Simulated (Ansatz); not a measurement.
Input (CCSDT(Q)/cc-pV(D+d)Z; Ansatz, an electronic-structure program): A basis named .json is the Basis Set Exchange file of that set.

Ansatz 0.2 input:
```yaml
crystal:
  periodic: [false, false, false]
  atoms:
    - {symbol: Si, position_ang: [1.02407196, -0.43965850, -0.05422339]}
    - {symbol: O, position_ang: [-0.23626914, 0.62391033, -0.09760602]}
    - {symbol: C, position_ang: [-1.60442913, 0.26776021, 0.02466596]}
    - {symbol: H, position_ang: [2.24417236, 0.38746150, 0.13232054]}
    - {symbol: H, position_ang: [0.84320120, -1.38900170, 1.08801500]}
    - {symbol: H, position_ang: [-2.17098459, 1.17596440, 0.22831273]}
    - {symbol: H, position_ang: [-1.97466922, -0.17827554, -0.90225037]}
    - {symbol: H, position_ang: [-1.76199914, -0.43877344, 0.84558196]}
basis:
  gaussian:
    orbitals: cc-pV_D+d_Z.json
magnetization: {spin_polarized: true, initial_magnetization: 1}
correlation: {method: ccsdt_q, electrons: outside_noble_gas}
```

Output:

```
Functional definition: HF
integrals: 0.13 GiB planned
1479 factors; integrals over basis functions are off by at most 1.8e-7 eV
mean field: 0.36 GiB planned
mean field evaluation 1: about -11006.4951 eV, gradient 2.0e1 eV
mean field evaluation 2: about -11006.5760 eV, gradient 2.0e1 eV
mean field evaluation 4: about -11008.6185 eV, gradient 2.6e0 eV
mean field evaluation 8: about -11008.6828 eV, gradient 2.5e-1 eV
mean field evaluation 16: about -11008.6843 eV, gradient 2.5e-6 eV
mean field evaluation 32: about -11003.5858 eV, gradient 1.7e0 eV
mean field -11008.68425367 eV, -404.5616843680 hartree, gradient 2.5e-6 eV, S^2 0.753579; 0 other end points of the search recorded, 0 dependent functions left out
7 core orbitals not correlated
reference -11008.68425367 eV, -404.5616843680 hartree; 10, 9 occupied and 59, 60 virtual orbitals, 1479 factors
second order -11.24517624 eV of doubles, -0.00000000 eV of singles
coupled cluster: 6.50 GiB planned
cycle   1  -11.84790900 eV  change   -6.0e-1 eV  update   9.7e-2
cycle   2  -12.36387216 eV  change   -5.2e-1 eV  update   4.3e-2
cycle   3  -12.64849593 eV  change   -2.8e-1 eV  update   2.4e-2
cycle   4  -12.63978123 eV  change    8.7e-3 eV  update   8.4e-3
cycle   5  -12.63346999 eV  change    6.3e-3 eV  update   5.6e-3
cycle   6  -12.63683584 eV  change   -3.4e-3 eV  update   2.4e-3
cycle   7  -12.63765495 eV  change   -8.2e-4 eV  update   1.2e-3
cycle   8  -12.63741400 eV  change    2.4e-4 eV  update   5.2e-4
cycle   9  -12.63744629 eV  change   -3.2e-5 eV  update   2.3e-4
cycle  10  -12.63759171 eV  change   -1.5e-4 eV  update   9.5e-5
cycle  11  -12.63745807 eV  change    1.3e-4 eV  update   4.8e-5
cycle  12  -12.63747556 eV  change   -1.7e-5 eV  update   2.5e-5
cycle  13  -12.63749236 eV  change   -1.7e-5 eV  update   1.1e-5
cycle  14  -12.63750190 eV  change   -9.5e-6 eV  update   6.0e-6
cycle  15  -12.63750871 eV  change   -6.8e-6 eV  update   2.8e-6
cycle  16  -12.63750949 eV  change   -7.8e-7 eV  update   1.3e-6
perturbative correction -0.02456956 eV, -0.0009029147 hartree
Total energy: -11021.34633272 eV, -405.0270071906 hartree
```
